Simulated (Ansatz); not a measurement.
Basis sets compared for As(iPr)3 (C9H21As). Total charge 0; singlet. Geometry PBE-D4/def2-SVP. Ansatz on 6 threads of Intel Xeon on a shared host; times are rough, and most runs start from earlier orbitals.

```tsv
atom	x (Å)	y (Å)	z (Å)
As1	0.362	-0.076	-0.680
C2	0.817	1.518	0.497
C3	1.031	2.738	-0.406
C4	2.040	1.293	1.387
H5	-0.070	1.683	1.147
H6	0.165	2.944	-1.065
H7	1.915	2.591	-1.062
H8	1.215	3.651	0.201
H9	2.261	2.214	1.969
H10	1.899	0.472	2.118
H11	2.948	1.067	0.788
C12	0.561	-1.552	0.705
C13	2.000	-2.076	0.650
C14	-0.432	-2.701	0.521
H15	0.373	-1.074	1.692
H16	2.756	-1.278	0.785
H17	2.204	-2.559	-0.329
H18	2.173	-2.839	1.440
H19	-0.242	-3.492	1.280
H20	-1.487	-2.385	0.637
H21	-0.324	-3.180	-0.475
C22	-1.664	0.092	-0.661
C23	-2.234	-0.826	-1.748
C24	-2.165	1.524	-0.857
H25	-1.992	-0.264	0.340
H26	-1.903	-1.877	-1.642
H27	-1.919	-0.483	-2.756
H28	-3.346	-0.821	-1.728
H29	-3.276	1.538	-0.878
H30	-1.846	2.209	-0.047
H31	-1.820	1.951	-1.823
```

The 6-31G sets use Cartesian d functions.

Binding counts from free atoms (As quartet, C triplet, H doublet) in the same basis, without a counterpoise term.

```csv
level,functions,energy (Eh),HOMO (eV),LUMO (eV),binding per atom (eV),wall time
HF/STO-3G,84,-2558.2148,-6.46,10.53,3.83,4 s
HF/6-31G,152,-2586.7258,-8.46,4.57,2.90,12 s
PBE-D4/def2-SVP,263,-2590.1217,-5.10,0.26,4.12,13 s
PBE0-D4/def2-SVP,263,-2590.2635,-6.16,1.11,4.08,23 s
```

(1) Estimate the rows for HF/def2-TZVP, PBE-D4/def2-TZVP (with forces), PBE0-D4/def2-TZVP.

Answers

(1) 
| level | functions | energy (Eh) | HOMO (eV) | LUMO (eV) | binding per atom (eV) | wall time |
| --- | --- | --- | --- | --- | --- | --- |
| HF/def2-TZVP | 453 | -2587.3393 | -8.53 | 3.70 | 3.00 | 35 s |
| PBE-D4/def2-TZVP (with forces) | 453 | -2590.7814 | -5.19 | -0.05 | 4.09 | 25 s |
| PBE0-D4/def2-TZVP | 453 | -2590.9118 | -6.20 | 0.79 | 4.04 | 36 s |
